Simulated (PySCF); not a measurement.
# BiF at PBEsol

Computed with PBEsol; Bi def2-SVP with ECP60, F def2-SVP; scalar-relativistic core potentials (PySCF 2.14).

```json
{
 "state": "³Σ⁻ (triplet), unpaired electrons π ↑↑",
 "bond length": "2.053 Å",
 "harmonic wavenumber": "564 cm⁻¹",
 "force constant": "3.26 mdyn/Å",
 "rotational constant Be": "0.2296 cm⁻¹",
 "anharmonicity ωexe": "2.46 cm⁻¹",
 "vibration–rotation constant αe": "0.00132 cm⁻¹",
 "well depth De to Bi + F": "99.0 kcal/mol",
 "dissociation energy D0": "98.2 kcal/mol",
 "bond order (Mayer)": "0.99",
 "dipole moment (positive dipole means Bi(−)F(+))": "-2.88 D"
}
```

Spin–orbit coupling is left out, which matters for elements this heavy, above all for dissociation energies. The state is the lowest determinant that a PBE0 search found; another state may lie lower at other levels.
